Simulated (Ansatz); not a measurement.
**ClFH3OSi2+: where a starting geometry ends**

The starting geometry of this gas-phase singlet was optimised with GFN2-xTB; its bonds are those of `F[SiH+]O[SiH2]Cl`.

```yaml
atoms:
  - { symbol: Cl, position_ang: [2.3676, -2.1931, -1.5134] }
  - { symbol: F, position_ang: [-1.9606, 0.2657, 0.0492] }
  - { symbol: O, position_ang: [0.3476, -0.9768, 0.2722] }
  - { symbol: Si, position_ang: [-0.4263, 0.3431, 0.3551] }
  - { symbol: Si, position_ang: [1.2499, -2.5504, 0.0550] }
  - { symbol: H, position_ang: [0.0845, 1.6380, 0.6736] }
  - { symbol: H, position_ang: [0.1051, -3.4259, -0.1189] }
  - { symbol: H, position_ang: [1.8948, -2.5629, 1.3567] }
```

Problem. Predict what it relaxes into with PBE0-D3(BJ)/def2-SVP.

Solution. It keeps its bonds, and is `F[SiH+]O[SiH2]Cl`.

The energy falls by 0.19 eV over 61 steps:

| step | E − E(last) (eV) |
| --- | --- |
| 1 | 0.186 |
| 8 | 0.006 |
| 14 | 0.006 |
| 21 | 0.006 |
| 28 | 0.005 |
| 34 | 0.004 |
| 41 | 0.002 |
| 48 | 0.001 |
| 54 | 0.000 |
| 61 | 0.000 |

Final geometry (Å):

```
atom    x (Å)    y (Å)    z (Å)
  Cl   2.7729  -1.9801  -1.0777
   F  -1.8313   0.4326   1.1176
   O   0.2448  -1.0366   0.2318
  Si  -0.4857   0.3282   0.3188
  Si   1.1809  -2.5101   0.0506
   H  -0.0187   1.5702  -0.2969
   H   0.2535  -3.4156  -0.6527
   H   1.5464  -2.8508   1.4381
```

No frequencies were run, so the end isn't proven a minimum. Run with Ansatz 0.2.0, 3.5 min on 1 thread of Intel(R) Xeon(R) Platinum 8488C (Sapphire Rapids) (shared host).
